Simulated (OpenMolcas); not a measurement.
**Cu2+: moving the ligands**

Cu2+ with 6 ligands (chloride) in octahedral coordination (Oh) at 2.49 Å. A charge of +0.667 e stands 3.2 Å behind each ligand. Ligand basis ANO-RCC-VDZP.
```
Cu    0.0000    0.0000    0.0000
Cl    2.4900    0.0000    0.0000
Cl    0.0000    2.4900    0.0000
Cl   -2.4900    0.0000    0.0000
Cl    0.0000   -2.4900    0.0000
Cl    0.0000    0.0000    2.4900
Cl    0.0000    0.0000   -2.4900
```

```json
{
 "Program": "OpenMolcas 26.06",
 "Method": "CASSCF",
 "Basis": "ANO-RCC-VTZP [6s5p3d2f1g]",
 "Scalar Hamiltonian": "DKH2, point nucleus",
 "Active space": "9 electrons in 5 orbitals (3d)",
 "State averaging": "2S+1 = 2 even, 5 roots",
 "Spin-orbit coupling": "RASSI with atomic mean-field integrals over the reference wave functions"
}
```

Runs around this geometry, states (labels of O, the rotations of Oh). Energies in cm-1 above the lowest state or level, χT in cm3 K/mol; 10Dq is the gap between the two states.

| R (Å) | Ground state | First state of that spin | 10Dq | First gap with spin-orbit (degeneracies) | χT at 300 K |
| --- | --- | --- | --- | --- | --- |
| 2.44 | 2E | 2T2 3537 | 3537 | 2961 (4, 2) | 0.755 |
| 2.49 | 2E | 2T2 3068 | 3068 | 2519 (4, 2) | 0.804 |
| 2.56 | 2E | 2T2 2524 | 2524 | 2016 (4, 2) | 0.876 |

Taking |10Dq| as R^-n, n = -ln(2524 / 3537) / ln(2.56 / 2.44) = 7.0 between the shortest and longest distance. The point-charge formula for a cubic d site gives n = 5.

An orbital doublet at a regular site is open to a Jahn-Teller distortion, which this geometry leaves out. Ligand-to-metal charge-transfer states are missing. With metal d orbitals alone and no dynamic correlation the field as a rule comes out too small, by tens of per cent, by up to half for chloride and softer ligands, and the orbital part of g and χT, which goes as 1/10Dq, too large. No measured value stands beside these numbers; the geometry was imposed, not optimised, and the real ion may take another.
